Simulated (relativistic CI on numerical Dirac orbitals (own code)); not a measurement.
Cubic crystal-field splitting of Yb³⁺ by operator equivalents

Problem. Yb³⁺ (4f13) sits in a cubic field with the Wybourne parameters B⁴₀ = -1530 and B⁶₀ = 610 cm⁻¹. Find the levels of its ground J multiplet, neglecting the mixing with the other J.

Working.
1. One f hole has the ground level ²F7/2 with g_J = 8/7 and the Stevens factors β = −2/1155 and γ = 4/27027.
2. Stevens form: B₄ = β B⁴₀/8 = 0.3312 and B₆ = γ B⁶₀/16 = 0.00564 cm⁻¹, in H = B₄(O₄⁰ + 5O₄⁴) + B₆(O₆⁰ − 21O₆⁴).
3. For J = 7/2 the eigenvalues are E(Γ6) = 840B₄ − 25200B₆ = 136.0, E(Γ7) = −1080B₄ − 15120B₆ = -443.0 and E(Γ8) = 120B₄ + 20160B₆ = 153.5 cm⁻¹.
4. Order and energies above the lowest: Γ7 0.0, Γ6 579.0, Γ8 596.5 cm⁻¹. A Γ7 ground doublet has the isotropic |g| = 3.429.

Check. Diagonalising spin-orbit coupling (free-ion gap 10057 cm⁻¹, from a Dirac-Coulomb-Breit calculation) and field together in all 14 states gives Γ7 0.0, Γ6 605.9, Γ8 623.4 cm⁻¹, with |g| = 3.484. The other multiplet starts at 10263 cm⁻¹; the differences from the hand values come from J mixing and grow with the ratio of the field to that gap.
